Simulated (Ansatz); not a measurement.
Cartesian coordinates (Å):
```xyz
6

O      2.6201    -0.8243     0.1046
Si     1.1610    -0.4199     0.1740
C     -0.0931     0.8199     0.4844
Si    -1.0144    -0.6089     0.0545
H     -0.1829     1.8611     0.7743
H     -2.4907    -0.8279    -0.0523
```
Charge +1, spin multiplicity 2.

Calculation: frozen-core CCSD(T)/cc-pVTZ // PBE0-D3(BJ)/def2-TZVP (Ansatz, an electronic-structure program). The geometry is that of the parent before the electron was removed.

```json
{
 "HF energy": "-691.43600 Ha",
 "MP2 correlation energy": "-0.53638 Ha"
}
```

Problem. Estimate the CCSD correlation energy, the (T) correction, the total energy and the T1 diagnostic.

Solution. 
- CCSD correlation energy = -0.57876 Ha
- (T) correction = -0.03310 Ha
- CCSD(T) total energy = -692.04786 Ha
- T1 diagnostic = 0.064
